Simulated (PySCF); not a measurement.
## [OsO3Cl]−: from a saddle point downhill

PySCF 2.14.0, RKS BP86, Os def2-SVP with ECP60, O def2-SVP, Cl def2-SVP; non-relativistic Hamiltonian with scalar-relativistic core potentials where named; density fitting; no spin-orbit coupling. Relaxed within the symmetry of its start, the geometry (C2v) is

```xyz
5

Os    0.0000    0.2578    0.0000
O     1.7280   -0.0720    0.0000
O     0.0000    1.9951    0.0000
O    -1.7280   -0.0720    0.0000
Cl    0.0000   -2.2621    0.0000
```

and its lowest harmonic modes are -175, 148, 219, 247, 332, 358 cm⁻¹ (negative: unstable). It was moved along the lowest mode and relaxed again, within the group Cs that the move left.

(1) Where does it end, and how much lower?

(2) How do the contacts change?

(3) Is the end a minimum?

State: singlet.

Answers

(1) In Cs, 0.557 eV lower, after 9 steps:
```xyz
5

Os    0.0000    0.2364    0.0342
O     1.6221   -0.0230    0.6342
O     0.0000    1.8422   -0.6411
O    -1.6221   -0.0230    0.6342
Cl    0.0000   -2.1858   -0.4930
```

(2) 
| contact | saddle (Å) | end (Å) |
| --- | --- | --- |
| Os1–O2 (O) | 1.759 | 1.749 |
| Os1–O3 (O) | 1.737 | 1.742 |
| Os1–O4 (O) | 1.759 | 1.749 |
| Os1–Cl5 (Cl) | 2.520 | 2.479 |


(3) Yes; lowest modes 154, 211, 223, 245, 300, 336 cm⁻¹.
